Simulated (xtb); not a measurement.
F2H5NSSi2, SMILES N[SiH2]S[SiH](F)F. All values are semi-empirical tight-binding results from xtb (GFN2-xTB unless named), good for trends rather than for accurate numbers. Geometry: GFN2-xTB. This is a generated structure with no PubChem entry under its InChIKey; it may be hypothetical. The values are those of a single conformer.

Optimised geometry:

Bonds (Å): Si1–F2 1.590, Si1–F3 1.600, Si1–S4 2.102, Si1–H7 1.437, S4–Si5 2.195, Si5–N6 1.711, Si5–H8 1.455, Si5–H9 1.451, N6–H10 1.008, N6–H11 1.008. Angles (°): F2–Si1–F3 102.6, F2–Si1–S4 108.8, F2–Si1–H7 108.9, F3–Si1–S4 111.0, F3–Si1–H7 107.4, S4–Si1–H7 117.2, Si1–S4–Si5 102.7, S4–Si5–N6 110.6, S4–Si5–H8 105.8, S4–Si5–H9 107.4, N6–Si5–H8 108.1, N6–Si5–H9 108.0, H8–Si5–H9 116.8, Si5–N6–H10 118.9, Si5–N6–H11 119.1, H10–N6–H11 109.5.

orbital gap: 4.81 eV
zero-point energy: 36.5 kcal/mol
G − E(el) at 298.15 K (modified RRHO): 14.0 kcal/mol
static polarisability (D4 model): 93.7 bohr³
solvation energy, GFN2-xTB/ALPB(water): -3.3 kcal/mol
solvation energy, GFN2-xTB/ALPB(dmf): -7.4 kcal/mol

Computed atomic charges and the Wiberg bond orders between heavy atoms:
charges (e) Si1 0.63, F2 -0.25, F3 -0.27, S4 -0.41, Si5 0.52, N6 -0.40, H7 -0.05, H8 -0.07, H9 -0.06, H10 0.18, H11 0.17. Bond orders Si1–F2 1.11, Si1–F3 1.08, Si1–S4 1.09, S4–Si5 0.81, Si5–N6 1.19.
